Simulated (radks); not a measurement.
Values are calculated unless marked as measured or tabulated.
Coherent X-ray form factor from a spherical all-electron density. Code: a radial shooting solver on a logarithmic mesh with Libxc functionals. Model: scalar-relativistic Kohn-Sham, LDA (Slater exchange, VWN5 correlation), spin-polarised, spherical densities, finite nucleus; Fermi nuclear charge, rms radius of each element as measured or else 0.836 A^(1/3) + 0.57 fm.

| sin(theta)/lambda (1/angstrom) | f0 (electrons) |
|---|---|
| 0.05 | 26.359 |
| 0.1 | 24.786 |
| 0.15 | 22.892 |
| 0.2 | 21.021 |
| 0.25 | 19.260 |
| 0.3 | 17.611 |
| 0.4 | 14.655 |
| 0.5 | 12.221 |
| 0.6 | 10.344 |
| 0.8 | 7.983 |
| 1 | 6.742 |
| 1.25 | 5.762 |
| 1.5 | 4.921 |
| 2 | 3.414 |

The species is in the configuration that NIST lists as its ground one. Which atom or ion scatters so?

Answer. Neutral cobalt, [Ar] 3d7 4s2. Extrapolating in s^2 from the first two rows gives f0(0) = 26.9, near the electron count 27; among species with that count, the fall with angle is slower the higher Z, and the table is that of Z = 27; from so few rows the species is fixed only to a neighbour or two.
